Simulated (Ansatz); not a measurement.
CH₃BClO (`CO[B]Cl`) radical, relaxed with UKS PBE0-D4/def2-TZVP in Ansatz from a PBE-D4/def2-SVP geometry. The force threshold is 0.005 eV/Å; the program also tests the step.

The species carries charge 0 and has multiplicity 2.

Start:

```xyz
7

C     0.265    0.670   -0.377
O     0.765   -0.320    0.534
B     0.101   -1.365    1.022
Cl   -1.582   -1.780    0.647
H    -0.770    0.433   -0.696
H     0.935    0.704   -1.259
H     0.286    1.658    0.128
```

```
step  energy (eV)  largest force (eV/Å)  largest move (Å)
   1  -16325.3552                 0.487             0.000
   2  -16325.3790                 0.160             0.017
   3  -16325.3817                 0.035             0.006
   4  -16325.3817                 0.009             0.003
   5  -16325.3818                 0.009             0.003
   6  -16325.3818                 0.001             0.005
   7  -16325.3818                 0.006             0.013
   8  -16325.3818                 0.007             0.011
   9  -16325.3818                 0.004             0.004
```

End:

```xyz
7

C     0.261    0.673   -0.373
O     0.751   -0.302    0.546
B     0.094   -1.344    1.014
Cl   -1.559   -1.797    0.620
H    -0.766    0.453   -0.668
H     0.910    0.668   -1.249
H     0.310    1.649    0.109
```

Hardware: 2 threads of a server CPU on a shared host. Wall time 100 s, peak host memory 0.44 GiB.
